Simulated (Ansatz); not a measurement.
Geometry optimisation, RKS PBE-D4/def2-SVP (Ansatz).

input.yaml

```yaml
crystal:
  periodic: [false, false, false]
  atoms:
    - { symbol: B, position_ang: [0.0, 0.0, 0.0] }
    - { symbol: Cl, position_ang: [0.0, 0.0, 1.86] }
    - { symbol: Cl, position_ang: [1.6108, 0.0, -0.93] }
    - { symbol: Cl, position_ang: [-1.6108, 0.0, -0.93] }
basis:
  gaussian: { orbitals: def2-SVP }
hamiltonian:
  xc: pbe
  dispersion: d4
relax:
  f_tol: 0.02
  max_steps: 40
```

Launched with:

```bash
$ ansatz run input.yaml --threads 1 --pin off --max-ram 2048MiB --backend cpu --events-out ev --progress --plain --runs-dir out
```

Q: Where does it end, and by what steps?

A: The run converged. After 3 steps the energy has fallen by 0.405 eV; Cl2 moved furthest, 0.11 Å.

```
step  energy less start (eV)  largest force component (eV/Å)  accepted
   0                  0.0000                           2.296       yes
   1                 -0.3345                           1.064       yes
   2                 -0.4024                           0.206       yes
   3                 -0.4046                           0.003       yes
```

```xyz
4
Properties=species:S:1:pos:R:3
B 0.000 0.000 0.000
Cl 0.000 0.000 1.753
Cl 1.518 0.000 -0.876
Cl -1.518 0.000 -0.876
```

Run time: 5.5 s on 1 thread of Intel(R) Xeon(R) 6975P-C (Granite Rapids), on a shared host, peak memory 0.13 GiB.
